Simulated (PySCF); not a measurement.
**Spinor energies of Ne⁸⁺ (neon, charge +8)**

Start: 1s2. Calculated with PySCF 2.14 in an even-tempered Gaussian basis (16 s from 3.9 bohr⁻², ratio 2.4; 8 p from 5.1 bohr⁻², ratio 2.4; 3 d from 17 bohr⁻², ratio 2.6; 3 f from 25 bohr⁻², ratio 2.6): generalised Hartree-Fock with the X2C-1e Hamiltonian and a Gaussian nucleus; one run each with spin-orbit coupling (SO) switched off, then screened by Boettger's factors.

```
spinor shell  electrons  ε, spin-free (eV)  ε, screened SO (eV)  weight of nominal j (screened SO)  rms radius, screened SO (bohr)
       1s1/2          2            -1196.4              -1196.4                              1.000                           0.180
```

```tsv
quantity	spin-free	screened SO
E (hartree)	-93.97665	-93.97665
M_J	0	0
⟨J²⟩	0.000	0.000
⟨L²⟩	0.000	0.000
⟨S²⟩	0.000	0.000
```

Without spin-orbit coupling the j labels of p, d and f shells carry no meaning; the spin-free column gives the mean over the occupied spinors of each nl shell.
